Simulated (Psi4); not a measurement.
C₂H₆Si, triplet, at a GFN2-xTB geometry (the spin is typed, not shown lowest). Base run: PBE0/def2-SV(P) (Psi4).

Here is a job for Psi4.
```
memory 2 GB

molecule mol {
0 3
  Si   -0.225573    0.100488    0.543546
  C     0.808156    1.430627   -0.365626
  H     0.899633    2.325149    0.240102
  H     0.339152    1.704414   -1.308169
  H     1.808524    1.060634   -0.579358
  C    -0.507828   -1.564418   -0.358052
  H     0.440909   -2.051916   -0.571486
  H    -1.028462   -1.408136   -1.300298
  H    -1.103704   -2.234239    0.251633
}

set basis def2-sv(p)
set reference uks

energy('pbe0')
print_variables()
```

Variants of this job, named by their change:

| change | basis functions | E (Eh) | dipole (D) |
|---|---|---|---|
| base | 58 | -368.83999 | 0.76 |
| basis = cc-pVTZ-DK; relativity = spin-free X2C (with scf_type pk) | 178 | -369.68390 | 0.89 |
| basis = cc-pVDZ-DK; relativity = none (with scf_type pk) | 76 | -368.88810 | 0.86 |
| basis = cc-pVDZ-DK; relativity = spin-free X2C (with scf_type pk) | 76 | -369.64214 | 0.86 |
| basis = cc-pVTZ-DK; relativity = none (with scf_type pk) | 178 | -368.91419 | 0.89 |

Totals shift with the method and basis; they matter in differences.

Open shells are given as the SCF converged; they aren't shown to be the lowest states, and a large step between rows can be another state.

Basis sets contracted for a relativistic Hamiltonian are a mismatch without it, so the rows without relativity aren't non-relativistic limits. No row has spin-orbit coupling; sets with core potentials leave out the core electrons.
